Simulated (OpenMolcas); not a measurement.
## Os⁴⁺: effect of the basis set

- Program: OpenMolcas
- Method: CASSCF
- Active space: 4 electrons in 10 orbitals (5d 6d)
- State averaging: 2S+1 = 5 even, 5 roots; 2S+1 = 3 even, 45 roots; 2S+1 = 1 even, 50 roots
- Spin-orbit coupling: state interaction with AMFI integrals over the reference wave functions, term energies averaged over their components

A. ANO-R2 [8s6p5d3f1g], X2C, finite nucleus; cost about 110 core-seconds
B. ANO-RCC-VTZP [8s7p5d3f2g1h], DKH2, point nucleus; cost roughly 80 core-seconds
C. ANO-RCC-VQZP [9s8p6d4f3g2h], DKH2, point nucleus; cost of the order of 70 core-seconds

Energies in cm-1 above 5d4 5D0, the measured ground level; measured values from the list in Palmeri et al., Atoms 14, 22 (2026).

| Level | A | B | C | Measured |
| --- | --- | --- | --- | --- |
| 5d4 5D0 [73 %] | 0.0 | 0.0 | 0.0 | 0.0 |
| 5d4 5D1 | 3681 | 3675 | 3636 | 4311 |
| 5d4 5D2 | 7285 | 7269 | 7193 | 8083 |
| 5d4 5D3 | 10398 | 10371 | 10275 | 11018 |
| 5d4 5D4 | 12878 | 12840 | 12743 | 12966 |
| 5d4 3P0(1) [60 %] | 20429 | 20383 | 20263 |  |
| 5d4 3H4 [61 %] | 21970 | 21920 | 21825 | 20374 |
| 5d4 3G3 [63 %] | 26599 | 26546 | 26446 | 23942 |
| 5d4 3H5 | 27191 | 27131 | 27040 | 25344 |
| 5d4 3F2(1) | 27876 | 27818 | 27721 |  |
| 5d4 3P1(1) | 27885 | 27827 | 27713 | 24680 |
| 5d4 3H6 | 29581 | 29510 | 29421 | 27669 |
| 5d4 3F3(1) [61 %] | 36121 | 36043 | 35933 | 32172 |
| 5d4 3D3 [66 %] | 38323 | 38244 | 38133 |  |
| 5d4 3G5 | 39732 | 39649 | 39530 | 37016 |
| 5d4 1I6 | 41927 | 41835 | 41737 | 39284 |
| 5d4 3D1 | 42745 | 42660 | 42530 | 38536 |
| 5d4 1S0(1) | 49181 | 49082 | 48972 |  |
| 5d4 1F3 [66 %] | 52814 | 52711 | 52593 | 46549 |
| 5d4 3P2(2) [74 %] | 57311 | 57224 | 57090 |  |
| 5d4 3F4(2) [69 %] | 59686 | 59602 | 59441 |  |
| 5d4 3F2(2) [62 %] | 62029 | 61938 | 61759 |  |
| 5d4 3F3(2) | 62803 | 62717 | 62539 | 55872 |
| 5d4 3P1(2) | 64000 | 63900 | 63734 | 55988 |

Deviations, from unrounded energies. A percentage is the sum of absolute deviations over the sum of measured energies, with the sign that they share, or ± where signs differ.

```
                        Against measurement  Levels      A      B      C
             mean absolute deviation (cm-1)      16   3000   3000   2900
      fine structure of the ground term (%)       4   -5.9   -6.1   -7.0
other terms of the ground configuration (%)      12  +10.7  +10.5  +10.2
```

A, B, C lie about equally close to measurement. The largest miss of C in the table is 5d4 3P1(2), by +7700 cm-1. The ranking rests on the paired levels alone, and a cruder setting can come out closer through cancelling errors.

Among A to C the level of the table that moves most is 5d4 3F2(2) [62 %], by 270 cm-1 (lowest in C, highest in A).

Without dynamic correlation excited terms often stand tens of per cent too high (terms of higher spin than the ground term too low), and those without a measured partner can miss by more than the paired ones. Active for correlation alone: 6d; no level in the range computed is led by a configuration that fills it, so any true level of that kind is missing. Computed and measured levels are paired by configuration, term and J; levels that our copy of the source lacks, or whose pairing is in doubt (as where it misses far off the trend of its configuration), stay unpaired and out of the deviations. Only configurations of the active space appear. The table leaves out levels that lie high or whose names do not pair safely across all columns.

A share in square brackets marks a mixed level and gives the weight of the term that names it, the lowest over the columns. A number in round brackets counts repeated terms of one configuration in the order of the reference energies.
